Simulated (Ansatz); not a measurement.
Ansatz (an electronic-structure program) input for BI3, SMILES [B-](I)(I)I, charge -1, multiplicity 2, PBE/def2-TZVPD. The structure is a stationary point at r2SCAN-D4/def2-SVPD. The def2 effective core potentials stand for the cores of I; spin–orbit coupling is left out.

Ansatz 0.2 input:
```yaml
crystal:
  periodic: [false, false, false]
  atoms:
    - {symbol: B, position_ang: [-0.00000000, 0.00000001, -0.56402892]}
    - {symbol: I, position_ang: [1.88106013, -1.08603057, 0.01773676]}
    - {symbol: I, position_ang: [-0.00000000, 2.17206115, 0.01773676]}
    - {symbol: I, position_ang: [-1.88106013, -1.08603057, 0.01773676]}
basis:
  gaussian:
    orbitals: def2-TZVPD
hamiltonian:
  xc: {name: PBE}
total_charge: -1
magnetization: {spin_polarized: true, initial_magnetization: 1}
```

Log of the run:

```
WARN ansatz: RAYON_NUM_THREADS=2 ignored (pool sized by the plan → 2); use --threads N
Functional definition: PBE
integrals: 0.17 GiB planned
1407 factors; their error is unknown
mean field: 1.27 GiB planned
mean field evaluation 1: about -24980.2196 eV, gradient 1.3e1 eV
mean field evaluation 2: about -24977.3941 eV, gradient 2.4e1 eV
mean field evaluation 4: about -24981.0180 eV, gradient 1.3e0 eV
mean field evaluation 8: about -24981.0006 eV, gradient 1.6e-1 eV
mean field evaluation 16: about -24981.0006 eV, gradient 5.1e-5 eV
mean field -24981.00064715 eV, -918.0348410523 hartree, gradient 5.1e-5 eV, S^2 0.753659; 1 other end points of the search recorded, 0 dependent functions left out
reference -24981.00071304 eV, -918.0348434737 hartree; 41, 40 occupied and 173, 174 virtual orbitals, 1407 factors
Total energy: -24981.00071304 eV, -918.0348434737 hartree
```

The run converged.
